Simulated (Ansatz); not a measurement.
Consider the cleavage of the Sn–Si bond: `F[Si](F)(F)[SnH3]` + `CCS` → `CC[S][SnH3]` + `F[SiH](F)F`.

Isolated molecules relaxed with PBE0-D4/def2-TZVP in Ansatz; ΔE leaves out vibrations. CBS: MP2 limit from def2 TZ/QZ plus the TZ coupled-cluster correction, frozen cores. def2 core potentials past Kr. For Sn outer-core shells are correlated without core-valence functions, which leaves a few kJ/mol of doubt a bond. Each species was taken in one conformer, which may not be the lowest.

```tsv
species	MP2/def2-QZVPP energy (Eh)
`F[Si](F)(F)[SnH3]`	-804.21079
`CCS`	-477.39350
`CC[S][SnH3]`	-692.45470
`F[SiH](F)F`	-589.17114
```

(1) Work out ΔE.

Largest T1 diagnostic among the species: 0.013.

Answers

(1) ΔE = (-692.45470) + (-589.17114) − (-804.21079) − (-477.39350) = -0.02155 Eh = -56.6 kJ/mol. CCSD(T)/CBS gives -49.0 kJ/mol.

The D4 term adds −4.6 kJ/mol with B3LYP and −2.6 kJ/mol with PBE0; it sums over pairs of atoms, weighted by their polarisabilities, and B3LYP, whose exchange is more repulsive, gets the larger term. From PBE to PBE0 (25 % exact exchange), in def2-TZVPP and without D4, ΔE moves by −4.5 kJ/mol.

B3LYP here is the variant with VWN-RPA as its local correlation; programs differ in this.
